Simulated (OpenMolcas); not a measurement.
A run on I³⁺.

```yaml
Program: OpenMolcas 26.06
Method: "XMS-CASPT2, IPEA 0 Eh, imaginary shift 0.1 Eh (closed shells correlated: 4d)"
Basis: ANO-R2 [7s6p4d2f1g]
Scalar_Hamiltonian: X2C, finite nucleus
Active_space: 4 electrons in 4 orbitals (5s 5p)
State_averaging: 2S+1 = 3 even, 6 roots; 2S+1 = 1 even, 12 roots; 2S+1 = 5 odd, 1 root; 2S+1 = 3 odd, 9 roots; 2S+1 = 1 odd, 8 roots
Spin-orbit_coupling: RASSI with atomic mean-field integrals over the reference wave functions, term energies averaged over their components
```

First CASPT2 step and the start of its output:

```
&CASPT2
XMultistate=6 1 2 3 4 5 6
Frozen=9 9
IPEA=0.0
Imaginary=0.1
MaxIter=60
WThr=0.0 0.3 0.05
PrWF=0.5
NoMix
```

```
--- CASPT2 ---
Orbital specifications:
      -----------------------

      Symmetry species                           1   2
                                                ag  au
      Frozen orbitals                            9   9
      Inactive orbitals                          5   0
      Active orbitals                            1   3
      Secondary orbitals                        21  20
      Deleted orbitals                           0   0
      Number of basis functions                 36  32
Type of calculation                        XMS-CASPT2
      Fock operator                              state-average
      IPEA shift                                 0.00
      Real shift                                 0.00
      Imaginary shift                            0.10
      The input orbitals will be transformed to quasi-canonical
      The input states will be rotated to diagonalize the Fock operator
Reference energy:       -7110.6570196079
      E2 (Non-variational):      -0.5267474697
      Shift correction:          -0.0003238148
      E2 (Variational):          -0.5270712845
      Total energy:           -7111.1840908924
      Residual norm:              0.0000001169
      Reference weight:           0.91309
      Contributions to the CASPT2 correlation energy
      Active & Virtual Only:         -0.0582688988
      One Inactive Excited:          -0.1369344584
      Two Inactive Excited:          -0.3315441125
Reference energy:       -7110.6570196079
      E2 (Non-variational):      -0.5267474697
      Shift correction:          -0.0003238148
      E2 (Variational):          -0.5270712845
      Total energy:           -7111.1840908924
      Residual norm:              0.0000001169
      Reference weight:           0.91309
...
```

Over all roots the printed reference weights run from 0.62 to 0.94, and roots that are degenerate in the reference spread by up to 600 cm-1.

Question: Did the run give usable levels, and if not, why?

Answer: No. The equations converged, but the reference weight falls to 0.62 for at least one root against 0.94 for the best. A drop of that size marks an intruder state, so the energies of such roots and the levels built on them can't be trusted.
